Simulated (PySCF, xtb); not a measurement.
Ge(H)2(F)(OMe) (CH5FGeO), SMILES [O]([GeH2][F])C.

GFN2-xTB (xtb) at its own geometry gives an orbital gap of 7.69 eV and a dipole moment of 2.30 D.

The structure is a stationary point at ωB97X-D3(BJ)/def2-SVP. This is a generated structure with no PubChem entry under its InChIKey; it may be hypothetical. Other conformers were not sampled.

What does PySCF with PBE/def2-TZVP give? (The exact figures need the calculation; the answer reports its results.)

gap 6.26 eV (levels -6.76 and -0.49 eV), dipole 1.71 D.
